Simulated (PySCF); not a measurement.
Compound: C7H8NO (doublet state).
Numbering: `[CH:1]#[C:2][C:3](=[O:4])[NH:5][CH2:6]/[CH:7]=[C:8]\[CH3:9]` (hydrogens: H10 on C1; H11 on N5; H12, H13 on C6; H14 on C7; H15, H16, H17 on C9)

Structure used (GFN2-xTB), in Å, numbered top down from 1:
```xyz
17
C7H8NO angstrom
C     -3.7488    0.7961    0.4948
C     -2.6697    0.4948    0.0651
C     -1.3686    0.2191   -0.5011
O     -0.8042    0.9755   -1.2671
N     -0.8706   -0.9823   -0.1079
C      0.4548   -1.4073   -0.4698
C      1.4791   -1.0657    0.6303
C      2.0697    0.0805    0.7288
C      2.1557    1.3840    0.0986
H     -4.6952    1.0403    0.8795
H     -1.3548   -1.4935    0.6141
H      0.4555   -2.4845   -0.6468
H      0.7206   -0.8767   -1.3858
H      1.6457   -1.8596    1.3459
H      1.3845    1.4970   -0.6750
H      3.1373    1.5244   -0.3534
H      2.0018    2.1700    0.8387
```

The hyperfine couplings belong to this conformer and change with its torsions.

Theory: UKS B3LYP, pcH-1 on C H N O, non-relativistic, mean-field spin-orbit, GIAO in PySCF. The structure is a single GFN2-xTB conformer in the gas phase; no vibrational or solvent corrections. The geometry wasn't refined by DFT: couplings that depend on bond lengths, twists or pyramidal angles can differ widely from those at the functional's own minimum. No stability test was run, so a lower SCF solution isn't excluded.

Computed for the main isotopes (class means, splittings of 0.05 mT or more): g = 2.0023; H14 1H +102.9 MHz (3.67 mT); H15/H16/H17 1H +68.8 MHz (2.45 mT); N5 14N -2.8 MHz (0.10 mT); H12/H13 1H -1.9 MHz (0.07 mT); 72 first-order lines, 11.36 mT wide.

Task: What changes when 1H at H15/H16/H17 is replaced by 2H at all these sites?

Result: Only the nuclear moment changes in this model. The ratio of g factors is 0.85744/5.58569 = 0.1535, so a goes from +68.8 to +10.6 MHz (0.377 mT). The spin goes from 1/2 to 1, so the 1:3:3:1 quartet becomes a 1:3:6:7:6:3:1 septet. The spectrum then has 126 first-order lines over 6.26 mT.

Task: What changes when 14N at N5 is replaced by 15N?

Result: At a fixed geometry a is proportional to g_N: -0.56638/0.40376 = -1.4028, so a goes from -2.8 to +3.9 MHz (0.139 mT). The spin goes from 1 to 1/2, so the 1:1:1 triplet becomes a 1:1 doublet. The spectrum then has 48 first-order lines over 11.31 mT.

Task: Give position and intensity of the satellites from 13C at C8.

Result: a = +268.0 MHz, or 9.56 mT in magnitude, and I = 1/2, so to first order each main line has two satellites, at ±4.78 mT. The isotope's abundance is about 1.07 %, shared among 2 lines, so each has 0.54 % of the main line's intensity. At 340 mT second-order shifts move them to lower field by up to 0.07 mT.

Task: Where do the 13C satellites of C6 appear, and how strong are they?

Result: a = +84.5 MHz, or 3.02 mT in magnitude, and I = 1/2, so to first order each main line has two satellites, at ±1.51 mT. The isotope's abundance is about 1.07 %, shared among 2 lines, so each has 0.54 % of the main line's intensity.

Task: Where do the 13C satellites of C9 appear, and how strong are they?

Result: a = +9.0 MHz, or 0.32 mT in magnitude, and I = 1/2, so to first order each main line has two satellites, at ±0.16 mT. The isotope's abundance is about 1.07 %, shared among 2 lines, so each has 0.54 % of the main line's intensity.

Class means assume fast exchange of nuclei equivalent by connectivity; if that motion is slow, each nucleus keeps its own coupling. The three 1H nuclei of mean +68.8 MHz run from 16.0 to 146.6 MHz in the frozen geometry. The 1H value of -1.9 MHz is a mean of couplings from -8.4 to 4.6 MHz in this one geometry, not an average over conformers.
